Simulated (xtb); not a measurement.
H3B3Cl3N3, triplet, geometry from GFN2-xTB (a higher spin typed on purpose: for a closed-shell molecule this is an excited state); xtb 6.7.1 with GFN2-xTB.

Here is a job for xtb.
```
$ xtb mol.xyz --gfn 2 --chrg 0 --uhf 2 --json

# file mol.xyz
12

Cl    -1.10649196    -1.84293719    -1.64771566
B     -0.95953359    -1.46119950     0.26215245
N     -1.56305259    -0.11276765     0.40979466
B     -0.81681400     1.07137412     0.39637990
Cl    -1.58329854     2.62309703     0.55450241
N      0.60918933     0.98761877     0.32062072
B      1.29129520    -0.25970843     0.28710138
Cl     3.02849275    -0.32241355     0.32126765
N      0.53610941    -1.44407671     0.30613104
H     -2.56746590    -0.05596115     0.49105826
H      1.14733329     1.84103989     0.36335792
H      1.01173361    -2.33451739     0.28466587
```

Output, abridged:

```
   ID    Z sym.   atoms
    1   17 Cl     1, 5, 8
    2    5 B      2, 4, 7
    3    7 N      3, 6, 9
    4    1 H      10-12

           -------------------------------------------------
          |                Calculation Setup                |
           -------------------------------------------------

           -------------------------------------------------
          |                 G F N 2 - x T B                 |
           -------------------------------------------------

          ...................................................
          :                      SETUP                      :
          :.................................................:
          :  # basis functions                  57          :
          :  # atomic orbitals                  54          :
          :  # shells                           24          :
          :  # electrons                        48          :
          :  max. iterations                   250          :
          :  Hamiltonian                  GFN2-xTB          :
          :  restarted?                      false          :
          :  GBSA solvation                  false          :
          :  PC potential                    false          :
          :  electronic temp.          300.0000000     K    :
          :  accuracy                    1.0000000          :
          :  -> integral cutoff          0.2500000E+02      :
          :  -> integral neglect         0.1000000E-07      :
          :  -> SCF convergence          0.1000000E-05 Eh   :
          :  -> wf. convergence          0.1000000E-03 e    :
          :  Broyden damping             0.4000000          :
          :  net charge                          0          :
          :  unpaired electrons                  2          :
          ...................................................

 iter      E             dE          RMSdq      gap      omega  full diag
   1    -27.7397864 -0.277398E+02  0.905E+00    2.09       0.0  T
   2    -27.8764663 -0.136680E+00  0.591E+00    0.51       1.0  T
   3    -27.8456883  0.307780E-01  0.317E+00    2.97       1.0  T
   4    -27.9257281 -0.800397E-01  0.121E+00    1.52       1.0  T
   5    -27.9372524 -0.115244E-01  0.686E-01    1.79       1.0  T
   6    -27.9371975  0.548919E-04  0.528E-01    1.84       1.0  T
   7    -27.9361733  0.102425E-02  0.580E-01    1.91       1.0  T
   8    -27.9385041 -0.233087E-02  0.185E-01    1.97       1.0  T
   9    -27.9388202 -0.316100E-03  0.826E-02    1.90       1.0  T
  10    -27.9388363 -0.160951E-04  0.591E-02    1.90       1.0  T
  11    -27.9388449 -0.855193E-05  0.374E-02    1.89       1.0  T
  12    -27.9388536 -0.873646E-05  0.153E-02    1.89       1.9  T
  13    -27.9388524  0.121858E-05  0.164E-02    1.89       1.8  T
  14    -27.9388541 -0.173455E-05  0.631E-03    1.89       4.6  T
  15    -27.9388545 -0.352773E-06  0.149E-03    1.89      19.4  T
  16    -27.9388545 -0.243381E-08  0.121E-03    1.89      23.8  T
  17    -27.9388545 -0.675862E-08  0.564E-04    1.89      51.2  T
  18    -27.9388545  0.632326E-09  0.478E-04    1.89      60.4  T

   *** convergence criteria satisfied after 18 iterations ***

 transition dipole moment (au) for excitation:          24          25
     X       Y       Z
  -0.1797  -0.2238   0.0678  total (au/Debye):    0.295   0.750
 dE (eV)             :    3.450
 oscillator strength :  0.10394E-01

         :::::::::::::::::::::::::::::::::::::::::::::::::::::
         ::                     SUMMARY                     ::
         :::::::::::::::::::::::::::::::::::::::::::::::::::::
         :: total energy             -27.775457337714 Eh    ::
         :: gradient norm              0.000054909252 Eh/a0 ::
         :: HOMO-LUMO gap              1.889491481632 eV    ::
         ::.................................................::
         :: SCC energy               -27.938817935067 Eh    ::
         :: -> isotropic ES            0.103773108827 Eh    ::
         :: -> anisotropic ES         -0.001148981899 Eh    ::
         :: -> anisotropic XC          0.000160616074 Eh    ::
         :: -> dispersion             -0.011885164158 Eh    ::
         :: repulsion energy           0.163360597353 Eh    ::
         :: add. restraining           0.000000000000 Eh    ::
         :: total charge               0.000000000000 e     ::
         :::::::::::::::::::::::::::::::::::::::::::::::::::::

           -------------------------------------------------
          |                Property Printout                |
           -------------------------------------------------

    * Orbital Energies and Occupations

         #    Occupation            Energy/Eh            Energy/eV
      -------------------------------------------------------------
         1        2.0000           -1.0518399             -28.6220
       ...           ...                  ...                  ...
        13        2.0000           -0.5112381             -13.9115
        14        2.0000           -0.4871033             -13.2548
        15        2.0000           -0.4737291             -12.8908
        16        2.0000           -0.4709695             -12.8157
        17        2.0000           -0.4608288             -12.5398
        18        2.0000           -0.4466991             -12.1553
        19        2.0000           -0.4375843             -11.9073
        20        2.0000           -0.4332152             -11.7884
        21        2.0000           -0.4315015             -11.7418
        22        1.9996           -0.4261556             -11.5963
        23        1.9842           -0.4225658             -11.4986
        24        1.0162           -0.4147391             -11.2856
        25        1.0000           -0.2879540              -7.8356 (HOMO)
        26                         -0.2185165              -5.9461 (LUMO)
        27                         -0.1645239              -4.4769
        28                         -0.0671955              -1.8285
        29                         -0.0563746              -1.5340
        30                         -0.0435676              -1.1855
        31                          0.0007403               0.0201
        32                          0.0078680               0.2141
        33                          0.0094577               0.2574
        34                          0.0129551               0.3525
        35                          0.0132583               0.3608
        36                          0.0176279               0.4797
       ...                                ...                  ...
        54                          0.5214106              14.1883
      -------------------------------------------------------------
                  HL-Gap            0.0694375 Eh            1.8895 eV
             Fermi-level           -0.3359383 Eh           -9.1413 eV

     #   Z          covCN         q      C6AA      α(0)
     1  17 Cl       0.876    -0.155   103.971    15.599
     2   5 B        2.479     0.233    20.204     7.929
     3   7 N        2.567    -0.302    27.790     7.829
     4   5 B        2.519     0.388    17.221     7.197
     5  17 Cl       0.848    -0.276   107.900    15.891
     6   7 N        2.565    -0.306    27.898     7.844
     7   5 B        2.518     0.387    17.241     7.204
     8  17 Cl       0.848    -0.265   107.520    15.863
     9   7 N        2.619    -0.283    27.322     7.763
    10   1 H        0.860     0.190     1.157     1.685
    11   1 H        0.860     0.195     1.133     1.667
    12   1 H        0.860     0.195     1.131     1.666

 Mol. C6AA /au·bohr⁶  :       3920.148481
 Mol. C8AA /au·bohr⁸  :     133438.177712
 Mol. α(0) /au        :         98.137326

Wiberg/Mayer (AO) data.
largest (>0.10) Wiberg bond orders for each atom

 ---------------------------------------------------------------------------
     #   Z sym  total        # sym  WBO       # sym  WBO       # sym  WBO
 ---------------------------------------------------------------------------
     1  17 Cl   1.018 --     2 B    0.612     9 N    0.172
     2   5 B    2.628 --     3 N    0.981     9 N    0.928     1 Cl   0.612
     3   7 N    3.465 --     4 B    1.275     2 B    0.981    10 H    0.939
     4   5 B    3.458 --     3 N    1.275     6 N    1.137     5 Cl   0.965
     5  17 Cl   1.110 --     4 B    0.965
     6   7 N    3.483 --     7 B    1.173     4 B    1.137    11 H    0.937
     7   5 B    3.459 --     9 N    1.243     6 N    1.173     8 Cl   0.963
     8  17 Cl   1.132 --     7 B    0.963
     9   7 N    3.458 --     7 B    1.243    12 H    0.939     2 B    0.928
                             1 Cl   0.172
    10   1 H    0.964 --     3 N    0.939
    11   1 H    0.962 --     6 N    0.937
    12   1 H    0.962 --     9 N    0.939
 ---------------------------------------------------------------------------

Topologies differ in total number of bonds
Writing topology from bond orders to xtbtopo.mol

molecular dipole:
                 x           y           z       tot (Debye)
 q only:       -0.316      -0.653       0.481
   full:       -0.020      -0.202       0.335       0.996
molecular quadrupole (traceless):
                xx          xy          yy          xz          yz          zz
 q only:       -3.090       4.859       0.981      -1.896      -4.079       2.109
  q+dip:       -2.526       3.828       0.211      -1.737      -4.131       2.315
   full:       -2.894       3.624      -0.735      -1.336      -3.720       3.629

           -------------------------------------------------
          | TOTAL ENERGY              -27.775457337714 Eh   |
          | GRADIENT NORM               0.000054909252 Eh/α |
          | HOMO-LUMO GAP               1.889491481632 eV   |
           -------------------------------------------------

normal termination of xtb
```
